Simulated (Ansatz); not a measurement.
Reactions of `N=C1N[SiH2]O1`.

Calculated with Ansatz (gas phase, PBE0-D4/def2-TZVP geometries, no zero-point term in ΔE). CCSD(T)/CBS is the MP2 limit (def2-TZVPP, def2-QZVPP) plus CCSD(T) − MP2 in def2-TZVPP, frozen cores. This one scheme is used for every species, atoms too. DFT in def2-TZVPP. No spin–orbit coupling; open shells (•) take unrestricted orbitals. Spin–orbit coupling would lower the free atoms: a little for C, O, Si. Each species was taken in one conformer, which may not be the lowest.

```
                                     reaction  PBE-D4 (eV)  B2PLYP (eV)  revPBE-D4 (eV)  MP2/CBS(def2) (eV)
             `N=C1N[SiH2]O1` → `N=C1O[SiH]1N`         0.56         0.62            0.57                0.62
            `N=C1N[SiH2]O1` → `OC1=N[SiH2]N1`         0.59         0.66            0.59                0.59
              `N=C1N[SiH2]O1` → `N#CN[SiH2]O`        -0.26        -0.59           -0.29               -0.58
`N=C1N[SiH2]O1` → C• + 4 H• + 2 N• + O• + Si•        37.74        36.09           36.58               37.42
```

Problem. Give the CCSD(T)/CBS values in the same order. (Best estimate.)

Solution. Ansatz gave: 0.63, 0.62, -0.53, 36.38 eV.

Largest T1 diagnostic: 0.015, for `N=C1O[SiH]1N`.
